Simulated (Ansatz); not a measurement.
ZrSi2O5H6⁺, that is (OH)2Zr(OSiH2)2O with one electron fewer. The state is a doublet with charge 1. Geometry B3LYP-D4/def2-SVP; atoms count from 1.

Cartesian coordinates in Å:
```
Zr -1.423 -0.478 0.381
O -2.888 0.731 0.470
O -1.778 -2.304 0.782
O -0.427 -0.297 -1.371
Si 1.046 0.190 -1.859
O 1.975 0.666 -0.530
Si 1.668 0.724 1.131
O 0.158 0.206 1.443
H -3.724 1.202 0.559
H -2.125 -3.174 1.009
H 1.856 -0.896 -2.509
H 1.019 1.403 -2.745
H 2.739 -0.137 1.737
H 1.902 2.162 1.502
```

In the def2 sets Zr takes a core potential; there is no spin–orbit coupling. No other spin state of charge 1 was run.

(1) Estimate the Mulliken populations from the PBE0/def2-TZVP orbitals of Ansatz.

(2) Where does the spin sit?

(3) And the Mayer bond orders between bonded heavy atoms (over 0.3)?

Answers

(1) 
```csv
atom,charge (e),spin (α − β),d electrons
Zr1,1.85,-0.01,1.70
O2,-0.73,0.01,–
O3,-0.73,0.01,–
O4,-0.59,0.05,–
Si5,0.48,0.00,–
O6,-0.28,0.33,–
Si7,0.48,0.00,–
O8,-0.59,0.05,–
H9,0.37,0.00,–
H10,0.37,0.00,–
H11,0.10,0.14,–
H12,0.10,0.14,–
H13,0.10,0.14,–
H14,0.10,0.14,–
```
Mulliken values and Mayer orders depend strongly on the basis.

(2) Summed by element: Zr -0.01, O 0.45, Si 0.00, H 0.57, of 1 unpaired in all. Largest on single atoms: O6 0.33, H13 0.14, H11 0.14.

(3) Zr1–O2 1.01 (1.90 Å); Zr1–O3 1.01 (1.90 Å); Zr1–O4 0.69 (2.02 Å); Zr1–O8 0.69 (2.02 Å); O4–Si5 1.33 (1.63 Å); Si5–O6 1.08 (1.69 Å); O6–Si7 1.08 (1.69 Å); Si7–O8 1.33 (1.63 Å).
